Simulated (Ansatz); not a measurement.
Reactions of C2H6O2Si, SMILES `OC1CO[SiH2]1`.

Gas-phase electronic energies from Ansatz, PBE0-D4/def2-TZVP geometries. CCSD(T)/CBS adds triple-zeta CCSD(T) − MP2 to the extrapolated MP2 energy (def2 sets, frozen cores). This one scheme is used for every species, atoms too. For atomizations the MP2-based limit and the directly extrapolated one differ by several kJ/mol either way, and by 10 to 25 for some Ge, Se and Sn compounds, so smaller differences from it don't rank the levels. DFT in def2-TZVPP. No spin–orbit coupling; open shells (•) take unrestricted orbitals. Spin–orbit coupling would lower the free atoms: a little for C, O, Si. For Br outer-core shells are correlated without core-valence functions, so the limit isn't a true one: a few kJ/mol of doubt a bond, and 10 to 20 or more in all where bonds break to atoms. Scalar relativity is left out up to krypton. Each species was taken in one conformer, which may not be the lowest.

```tsv
reaction	PBE-D4 (kJ/mol)	B2PLYP (kJ/mol)	ωB97M-V (kJ/mol)
`OC1CO[SiH2]1` + HBr → `BrC1CO[SiH2]1` + H₂O	-42	-43	-42
`OC1CO[SiH2]1` → `OC[SiH]1CO1`	45	53	57
`OC1CO[SiH2]1` → `C1OC[SiH2]O1`	-53	-58	-55
`OC1CO[SiH2]1` → 2 C• + 6 H• + 2 O• + Si•	4251	4111	4179
`OC1CO[SiH2]1` + H–F → `FC1CO[SiH2]1` + H₂O	-3	-5	-5
```

Q: Give the CCSD(T)/CBS values in the same order. (An estimate is asked.)

A: The calculation gave: -52, 57, -55, 4170, 0 kJ/mol.

Largest T1 diagnostic: 0.013, for `OC[SiH]1CO1`.
